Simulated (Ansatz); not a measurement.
Program: Ansatz 0.2.0.

A structure relaxed at PBE0-D4/def2-TZVP, charge 0, multiplicity 1:

```xyz
13

C    -2.963    0.732    0.168
Al   -1.228   -0.042    0.614
Si    0.747    0.293   -0.811
Sn    2.864   -0.846    0.071
H    -3.313    1.373    0.985
H    -3.713   -0.060    0.058
H    -2.959    1.324   -0.749
H    -1.082   -0.919    1.935
H     1.049    1.748   -0.968
H     0.500   -0.226   -2.191
H     4.218   -0.586   -0.941
H     2.625   -2.534    0.201
H     3.255   -0.257    1.629
```

Give its formula and SMILES.

CH9AlSiSn, `[CH3][AlH][SiH2][SnH3]`.

Point group (tolerance 0.08 Å, 0.16 Å for H)?

Cs.

Summarise the bond lengths by kind.

1 × Al–C 1.952 Å; 3 × C–H 1.092 to 1.096 Å; 1 × Al–Si 2.458 Å; 1 × Al–H 1.593 Å; 1 × Si–Sn 2.561 Å; 2 × H–Si 1.495 Å; 3 × H–Sn 1.710 Å.
